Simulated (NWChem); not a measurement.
# FeO, quintet; SMILES [O]=[Fe]

```xyz
2

Fe     0.0000     0.0000    -0.3761
O      0.0000     0.0000     1.2222
```
Atoms are numbered in this order, from 1.

Program: NWChem. Spin-unrestricted. Medium grid unless said otherwise, to which SCAN and Minnesota functionals are sensitive. All runs use the structure optimised with PBE0-D3(BJ)/def2-TZVP, spin-unrestricted. No stability test was run on the SCF state. Total energies of different functionals are on different scales.

```json
[
 {"level": "B3LYP/def2-TZVP", "energy (Ha)": "-1338.9507", "highest occupied level (eV)": "-6.21", "lowest empty minus highest occupied level, either spin (eV)": "2.99", "dipole (D)": "5.07", "<S²>": "6.04"},
 {"level": "PBE/def2-TZVP", "energy (Ha)": "-1338.6281", "highest occupied level (eV)": "-4.24", "lowest empty minus highest occupied level, either spin (eV)": "0.49", "dipole (D)": "4.25", "<S²>": "6.02"},
 {"level": "LC-BLYP (range parameter 0.33 per bohr)/def2-TZVP", "energy (Ha)": "-1338.5346", "highest occupied level (eV)": "-8.65", "lowest empty minus highest occupied level, either spin (eV)": "7.38", "dipole (D)": "5.23", "<S²>": "6.01"},
 {"level": "TPSS/def2-TZVP", "energy (Ha)": "-1338.9877", "highest occupied level (eV)": "-4.49", "lowest empty minus highest occupied level, either spin (eV)": "0.86", "dipole (D)": "4.41", "<S²>": "6.02"},
 {"level": "M06/def2-TZVP", "energy (Ha)": "-1338.8101", "highest occupied level (eV)": "-5.94", "lowest empty minus highest occupied level, either spin (eV)": "2.37", "dipole (D)": "5.52", "<S²>": "6.04"},
 {"level": "RPBE/def2-TZVP", "energy (Ha)": "-1338.8905", "highest occupied level (eV)": "-4.19", "lowest empty minus highest occupied level, either spin (eV)": "0.45", "dipole (D)": "4.24", "<S²>": "6.02"},
 {"level": "SCAN/def2-TZVP", "energy (Ha)": "-1339.0241", "highest occupied level (eV)": "-5.01", "lowest empty minus highest occupied level, either spin (eV)": "1.61", "dipole (D)": "4.53", "<S²>": "6.04"},
 {"level": "PW91/def2-TZVP", "energy (Ha)": "-1339.0203", "highest occupied level (eV)": "-4.34", "lowest empty minus highest occupied level, either spin (eV)": "0.46", "dipole (D)": "4.24", "<S²>": "6.02"},
 {"level": "PW6B95/def2-TZVP", "energy (Ha)": "-1339.6928", "highest occupied level (eV)": "-6.74", "lowest empty minus highest occupied level, either spin (eV)": "3.86", "dipole (D)": "5.35", "<S²>": "6.05"},
 {"level": "B3PW91/def2-TZVP", "energy (Ha)": "-1338.8695", "highest occupied level (eV)": "-6.17", "lowest empty minus highest occupied level, either spin (eV)": "(withheld)", "dipole (D)": "5.10", "<S²>": "6.04"}
]
```

### Question
Fill in the missing entries.

### Answer

- B3PW91/def2-TZVP, lowest empty minus highest occupied level, either spin (eV): 3.32
